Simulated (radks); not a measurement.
The numbers below are computed, except where a source is named.
Spin polarisation of the 4p1 shell in the selenium ion Se3+. Start: [Ar] 3d10 4s2 4p(up 0.5, down 0.5); electrons of 4p are moved from spin down to spin up, other shells keep equal spins. Level of theory: non-relativistic Kohn-Sham, LDA (Slater exchange, Perdew-Wang correlation), spin-polarised, spherical densities, point nucleus (a radial shooting solver on a logarithmic mesh with Libxc functionals).

| moment (Bohr magnetons) | E - E(0) (eV) | e(4p up) (eV) | e(4p down) (eV) | 4s down minus up (eV) | 3d down minus up (eV) | 3p down minus up (eV) |
|---|---|---|---|---|---|---|
| 0 | 0.000 | -36.677 | -36.677 | 0.000 | 0.000 | 0.000 |
| 0.25 | -0.017 | -36.811 | -36.536 | 0.275 | 0.043 | 0.031 |
| 0.5 | -0.069 | -36.938 | -36.386 | 0.552 | 0.086 | 0.063 |
| 0.75 | -0.155 | -37.059 | -36.226 | 0.832 | 0.129 | 0.094 |
| 1 | -0.277 | -37.174 | -36.056 | 1.116 | 0.172 | 0.126 |

At moment 1 the spin-polarisation energy is -0.277 eV and the 4p exchange splitting 1.118 eV, that is 1.118 eV per Bohr magneton; E = -I m^2/4 would give I = 1.109 eV.
